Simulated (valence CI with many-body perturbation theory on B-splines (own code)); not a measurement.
E1 line list for Sm54+

Method: relativistic CI+MBPT: six valence electrons over a frozen Dirac-Fock core [He], a basis of 9 s, 9 p, 8 d, 6 f, 3 g, 1 h functions for each j, with the one-electron correlation potential Σ1 (screened to all orders), the two-electron term Σ2, the three-electron term Σ3, Breit, model QED; selected single and double excitations, second order for the rest, scaled by the run's own slope (own B-spline code, finite nucleus).

The last digits are not significant, and no measured levels were compared; by estimate large intervals hold to a few tenths of a per cent, small ones and those within an open d or f shell to about a per cent. Among the levels kept, up to 2100 cm⁻¹ of a level comes from second order outside the variational space, and about a tenth of that is noise between levels of different J, which matters for small intervals.

Lines 51 to 100 of 214 in falling wavelength, among levels below 56506 × 10³ cm⁻¹, chosen from the strongest by gf and those to the six lowest levels. Wavelengths and rates use the calculated energies. Electric multipoles are in the length gauge with retardation, E1 and E2 with the static RPA response of the core. Weak lines are less certain than strong ones. Lines between different terms over intervals too small for the method are left out, as are lines whose strength nearly cancels. The highest levels of a list are the least certain.

Levels are named by their leading jj configuration (3d3/2^4 stands for four electrons in 3d with j = 3/2), which in mixed levels can hold well under half, so a name can repeat and another be missing. Letters in brackets count levels of one name in rising energy.

```
λ vac (Å)                               Upper                               Lower   A (s⁻¹)  S (a.u.)
    44.18      (2s^2 2p1/2^2 2p3/2 3d3/2) J=3      (2s^2 2p1/2^2 2p3/2 3p1/2) J=2  2.34e+11  6.97e-02
    44.16      (2s^2 2p1/2 2p3/2^2 3d3/2) J=4      (2s^2 2p1/2 2p3/2^2 3p1/2) J=3  2.38e+11  9.09e-02
    43.92  (2s^2 2p1/2 2p3/2^2 3p3/2) J=1 [b]     (2s^2 2p1/2 2p3/2^2 3s) J=2 [b]  7.45e+10  9.35e-03
    43.92  (2s^2 2p1/2 2p3/2^2 3d3/2) J=1 [a]  (2s^2 2p1/2 2p3/2^2 3p1/2) J=1 [a]  1.95e+11  2.45e-02
    43.73      (2s^2 2p1/2^2 2p3/2 3d3/2) J=1      (2s^2 2p1/2^2 2p3/2 3p1/2) J=2  4.62e+10  5.72e-03
    43.67  (2s^2 2p1/2 2p3/2^2 3d3/2) J=3 [a]  (2s^2 2p1/2 2p3/2^2 3p1/2) J=2 [a]  2.20e+11  6.33e-02
    43.61     (2s 2p1/2^2 2p3/2^2 3s) J=2 [a]     (2s^2 2p1/2 2p3/2^2 3s) J=1 [a]  1.01e+11  2.07e-02
    43.58  (2s^2 2p1/2 2p3/2^2 3d3/2) J=2 [a]  (2s^2 2p1/2 2p3/2^2 3p1/2) J=1 [a]  1.25e+11  2.56e-02
    43.55      (2s^2 2p1/2 2p3/2^2 3d3/2) J=0  (2s^2 2p1/2 2p3/2^2 3p1/2) J=1 [a]  2.45e+11  9.99e-03
    43.46      (2s^2 2p1/2^2 2p3/2 3d3/2) J=1      (2s^2 2p1/2^2 2p3/2 3p1/2) J=1  2.04e+11  2.48e-02
    43.30      (2s^2 2p1/2^2 2p3/2 3p3/2) J=2         (2s^2 2p1/2^2 2p3/2 3s) J=1  2.05e+11  4.10e-02
    43.16      (2s^2 2p1/2^2 2p3/2 3d3/2) J=0      (2s^2 2p1/2^2 2p3/2 3p1/2) J=1  2.55e+11  1.01e-02
    42.24  (2s^2 2p1/2 2p3/2^2 3d3/2) J=2 [b]      (2s^2 2p1/2 2p3/2^2 3p1/2) J=3  3.27e+10  6.09e-03
    42.20      (2s^2 2p1/2^2 2p3/2 3p3/2) J=2         (2s^2 2p1/2^2 2p3/2 3s) J=2  1.94e+11  3.60e-02
    41.97  (2s^2 2p1/2 2p3/2^2 3d3/2) J=3 [b]      (2s^2 2p1/2 2p3/2^2 3p1/2) J=3  1.34e+11  3.42e-02
    41.86            (2s 2p1/2^2 2p3/2^3) J=2            (2s^2 2p1/2 2p3/2^3) J=2  2.70e+10  4.88e-03
    41.73  (2s^2 2p1/2 2p3/2^2 3p3/2) J=3 [b]     (2s^2 2p1/2 2p3/2^2 3s) J=2 [a]  5.64e+10  1.41e-02
    41.49  (2s^2 2p1/2 2p3/2^2 3p3/2) J=2 [b]     (2s^2 2p1/2 2p3/2^2 3s) J=2 [b]  2.53e+11  4.46e-02
    41.46     (2s 2p1/2^2 2p3/2^2 3s) J=1 [a]     (2s^2 2p1/2 2p3/2^2 3s) J=1 [b]  7.78e+10  8.21e-03
    41.03     (2s 2p1/2^2 2p3/2^2 3s) J=1 [a]         (2s^2 2p1/2 2p3/2^2 3s) J=0  9.60e+10  9.83e-03
    41.00  (2s^2 2p1/2 2p3/2^2 3p3/2) J=1 [b]     (2s^2 2p1/2 2p3/2^2 3s) J=1 [a]  1.79e+11  1.82e-02
    40.79     (2s 2p1/2^2 2p3/2^2 3s) J=1 [b]     (2s^2 2p1/2 2p3/2^2 3s) J=1 [b]  5.42e+10  5.45e-03
    40.59  (2s^2 2p1/2 2p3/2^2 3p3/2) J=2 [b]         (2s^2 2p1/2 2p3/2^2 3s) J=3  5.55e+10  9.15e-03
    40.39      (2s^2 2p1/2^2 2p3/2 3p3/2) J=0         (2s^2 2p1/2^2 2p3/2 3s) J=1  4.93e+11  1.60e-02
    40.38     (2s 2p1/2^2 2p3/2^2 3s) J=1 [b]         (2s^2 2p1/2 2p3/2^2 3s) J=0  5.84e+10  5.69e-03
    39.73  (2s^2 2p1/2 2p3/2^2 3p3/2) J=1 [b]     (2s^2 2p1/2 2p3/2^2 3s) J=2 [a]  6.85e+10  6.36e-03
    39.48            (2s 2p1/2^2 2p3/2^3) J=2            (2s^2 2p1/2 2p3/2^3) J=1  3.48e+10  5.29e-03
    39.40  (2s^2 2p1/2 2p3/2^2 3p3/2) J=2 [c]     (2s^2 2p1/2 2p3/2^2 3s) J=2 [b]  9.62e+10  1.45e-02
    36.50     (2s 2p1/2^2 2p3/2^2 3s) J=1 [b]     (2s^2 2p1/2 2p3/2^2 3s) J=2 [b]  1.23e+11  8.89e-03
    36.02     (2s 2p1/2^2 2p3/2^2 3s) J=2 [b]         (2s^2 2p1/2 2p3/2^2 3s) J=3  8.87e+10  1.02e-02
    34.31            (2s 2p1/2^2 2p3/2^3) J=1            (2s^2 2p1/2 2p3/2^3) J=2  7.53e+10  4.50e-03
    33.56               (2p1/2^2 2p3/2^4) J=0              (2s 2p1/2 2p3/2^4) J=1  3.19e+11  5.95e-03
    32.69            (2s 2p1/2^2 2p3/2^3) J=1            (2s^2 2p1/2 2p3/2^3) J=1  2.54e+10  1.31e-03
    14.39         (2s 2p1/2^2 2p3/2^2 3s) J=3         (2s^2 2p1/2^2 2p3/2 3s) J=2  3.39e+11  3.49e-03
    14.12      (2s 2p1/2^2 2p3/2^2 3p1/2) J=3      (2s^2 2p1/2^2 2p3/2 3p1/2) J=2  4.95e+11  4.82e-03
    14.10      (2s 2p1/2^2 2p3/2^2 3p1/2) J=2      (2s^2 2p1/2^2 2p3/2 3p1/2) J=1  5.01e+11  3.46e-03
    13.96  (2s^2 2p1/2 2p3/2^2 3p3/2) J=3 [a]         (2s^2 2p1/2^2 2p3/2 3s) J=2  1.88e+11  1.76e-03
    13.87     (2s 2p1/2^2 2p3/2^2 3s) J=2 [a]         (2s^2 2p1/2^2 2p3/2 3s) J=1  2.80e+11  1.84e-03
    13.23            (2s 2p1/2^2 2p3/2^3) J=2          (2s^2 2p1/2^2 2p3/2^2) J=2  2.12e+12  1.21e-02
    13.10              (2s 2p1/2 2p3/2^4) J=0            (2s^2 2p1/2 2p3/2^3) J=1  4.22e+12  4.68e-03
    12.97            (2s 2p1/2^2 2p3/2^3) J=1          (2s^2 2p1/2^2 2p3/2^2) J=0  1.32e+12  4.26e-03
    12.87              (2s 2p1/2 2p3/2^4) J=1            (2s^2 2p1/2 2p3/2^3) J=2  4.13e+12  1.30e-02
    12.81     (2s 2p1/2^2 2p3/2^2 3s) J=2 [b]         (2s^2 2p1/2^2 2p3/2 3s) J=1  4.67e+11  2.42e-03
    12.79     (2s 2p1/2^2 2p3/2^2 3s) J=1 [b]         (2s^2 2p1/2^2 2p3/2 3s) J=1  3.07e+12  9.51e-03
    12.77               (2p1/2^2 2p3/2^4) J=0            (2s 2p1/2^2 2p3/2^3) J=1  8.47e+12  8.70e-03
    12.75     (2s 2p1/2^2 2p3/2^2 3s) J=1 [a]         (2s^2 2p1/2^2 2p3/2 3s) J=2  2.13e+12  6.54e-03
    12.72     (2s 2p1/2^2 2p3/2^2 3s) J=2 [b]         (2s^2 2p1/2^2 2p3/2 3s) J=2  3.38e+12  1.71e-02
    12.64              (2s 2p1/2 2p3/2^4) J=1            (2s^2 2p1/2 2p3/2^3) J=1  6.96e+11  2.08e-03
    12.63         (2s 2p1/2^2 2p3/2^2 3s) J=0         (2s^2 2p1/2^2 2p3/2 3s) J=1  2.13e+12  2.12e-03
    12.37            (2s 2p1/2^2 2p3/2^3) J=1          (2s^2 2p1/2^2 2p3/2^2) J=2  4.06e+12  1.14e-02
```
